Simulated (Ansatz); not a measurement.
Z-matrix (Å, degrees):
```
Si
B 1 2.024
H 1 1.491 2 111.6
H 1 1.491 2 111.6 3 -119.7
H 1 1.492 2 111.1 3 120.2
C 2 1.577 1 121.5 3 59.9
N 2 1.384 1 120.8 3 -120.1
F 6 1.399 2 112.3 1 180.0
H 6 1.097 2 111.4 1 59.4
H 6 1.097 2 111.4 1 -59.5
H 7 1.005 2 124.4 1 0.0
H 7 1.009 2 121.1 1 180.0
```

Charge 0, multiplicity 1.

**Question.** List the r2SCAN/def2-TZVPP orbital energies in eV (Ansatz). (Best estimate.)

**Answer.** The calculation gave: Occupied: -1790.43, -665.70, -385.68, -274.45, -180.17, -140.95, -95.81, -95.81, -95.78, -31.08, -23.08, -17.95, -14.07, -13.64, -12.75, -12.22, -11.99, -10.90, -8.77, -8.66, -8.31, -8.25, -7.69, -6.95. Lowest empty: -1.11, 0.07, 0.73, 1.47, 1.65, 1.73, 1.86, 2.88.
